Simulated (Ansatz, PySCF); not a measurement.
disulfane (H2S2), SMILES SS.

The structure is a stationary point at B3LYP-D3(BJ)/def2-TZVP.

Vertical ionisation energy (IE) and electron affinity (EA) in eV. Rows of orbital energies are one-electron estimates. Where ΔSCF, EOM or ADC give a negative EA the extra electron is unbound and the value depends on the basis.

| level | IE | EA |
|---|---|---|
| −ε(HOMO), −ε(LUMO), M06-2X/def2-TZVPD (PySCF) | 8.75 | 0.50 |
| −ε(HOMO), −ε(LUMO), HF/def2-TZVPD (PySCF) | 10.44 | -1.16 |
| −ε(HOMO), −ε(LUMO), PBE/def2-TZVPD (PySCF) | [?] | [?] |
| EOM-CCSD/aug-cc-pVDZ (PySCF) | 9.88 | -0.62 |
| ADC(2)/aug-cc-pVDZ (PySCF) | 9.50 | -0.51 |
| ΔSCF, PBE0/def2-TZVPD (Ansatz), final states of multiplicity 2 and 2 | 9.96 | -0.29 |
| ΔSCF, PBE/def2-TZVPD (Ansatz), final states of multiplicity 2 and 2 | 9.76 | -0.14 |

**Question.** Complete the blanks. (An estimate is asked for; the answer gives what the named calculation found.)

**Answer.** 
- −ε(HOMO), −ε(LUMO), PBE/def2-TZVPD (PySCF), IE: 6.37
- −ε(HOMO), −ε(LUMO), PBE/def2-TZVPD (PySCF), EA: 2.24

**Question.** What vertical singlet–triplet gap does ΔSCF give with PBE0/def2-TZVPD (Ansatz, an electronic-structure program) and with PBE/def2-TZVPD (Ansatz)? (An estimate is asked for; the answer gives what the named calculation found.)

**Answer.** 3.97 and 3.77 eV (triplet above singlet where positive).

**Question.** Beyond the first one, list the lowest photoelectron lines from ADC(2)/aug-cc-pVDZ (PySCF 2.14.0) with their pole strengths (two spins summed). (Estimate from the structure and the level; the computed values follow.)

**Answer.** 9.53 eV (1.81), 12.15 eV (1.79), 13.68 eV (1.77), 15.09 eV (1.79), 21.04 eV (1.55).
